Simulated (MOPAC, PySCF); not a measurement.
Noncovalent pair: CH5N (SMILES CN) (first 7 atoms) with CH2F2 (SMILES FCF); geometry from B3LYP-D3(BJ)/def2-TZVP, rigid monomers moved along the line of their centres of mass till N2···H11 is 2.13 Å.
(charge 0, multiplicity 1):
```
atom    x (Å)    y (Å)    z (Å)
----  -------  -------  -------
C     -0.2824  -0.6010  -0.1669
N      0.2592   0.6147   0.4471
H     -1.0306  -1.0330   0.4979
H      0.5184  -1.3339  -0.2768
H     -0.7424  -0.4519  -1.1518
H     -0.4697   1.3086   0.5660
H      0.9680   1.0322  -0.1441
F     -1.0108  -1.1650   3.0291
C      0.1026  -0.4439   3.3726
F     -0.2918   0.5782   4.1896
H      0.5334  -0.0262   2.4616
H      0.7694  -1.0976   3.9377
```

Counterpoise-corrected where a basis set is named; no monomer relaxation. Rows marked so take none.

Rows in 3-21G, 6-31G*, STO-3G carry no dispersion term and start afresh at each structure (6-31G* with six Cartesian d functions). The state that AM1 reach isn't checked.

Run with MOPAC for AM1 (differences of heats of formation); PySCF for 3-21G rows, 6-31G* rows, STO-3G rows. 

Task: One of these levels gives -0.04 kcal/mol for the interaction energy. Which?
A. HF/STO-3G (no counterpoise)
B. HF/6-31G*
C. AM1
D. HF/3-21G (no counterpoise)

Result: C, AM1. The others give -1.36 (HF/STO-3G (no counterpoise)), -6.77 (HF/3-21G (no counterpoise)), -0.55 (HF/6-31G*)
